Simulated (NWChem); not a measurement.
# AuH$_{3}$O$_{2}$; SMILES [OH][Au]<-[OH2]

```xyz
6

Au     0.0109    -0.0654     0.0224
O     -0.0737    -2.0127     0.1301
H      0.5919    -2.3270    -0.5158
O      0.0278     2.1031    -0.0208
H      0.2270     2.4353     0.8777
H     -0.8750     2.4242    -0.2185
```
Atoms are numbered in this order, from 1.

Level: PBE-D3(BJ)/def2-SVP with def2 effective core potentials on Au (NWChem), optimised geometry, unscaled harmonic frequencies. def2 effective core potentials on Au; no spin-orbit coupling.

List the harmonic frequencies with IR intensities, and the thermochemistry.


```json
[
 {"frequency (cm⁻¹)": "117", "IR intensity (km/mol)": "116.7"},
 {"frequency (cm⁻¹)": "158", "IR intensity (km/mol)": "14.7"},
 {"frequency (cm⁻¹)": "161", "IR intensity (km/mol)": "10.4"},
 {"frequency (cm⁻¹)": "356", "IR intensity (km/mol)": "9.5"},
 {"frequency (cm⁻¹)": "530", "IR intensity (km/mol)": "206.4"},
 {"frequency (cm⁻¹)": "600", "IR intensity (km/mol)": "35.6"},
 {"frequency (cm⁻¹)": "639", "IR intensity (km/mol)": "0.1"},
 {"frequency (cm⁻¹)": "947", "IR intensity (km/mol)": "69.6"},
 {"frequency (cm⁻¹)": "1560", "IR intensity (km/mol)": "58.7"},
 {"frequency (cm⁻¹)": "3649", "IR intensity (km/mol)": "55.0"},
 {"frequency (cm⁻¹)": "3659", "IR intensity (km/mol)": "27.3"},
 {"frequency (cm⁻¹)": "3743", "IR intensity (km/mol)": "122.7"}
]
```

```yaml
zero_point_energy: 23.0 kcal/mol
thermal correction to the enthalpy at 298.15 K (with zero-point energy): 27.2 kcal/mol
heat capacity Cv: 16.9 cal/(mol K)
entropy at 298.15 K and 1 atm (symmetry number 1): 75.7 cal/(mol K)
```

Rigid rotor and harmonic oscillator.
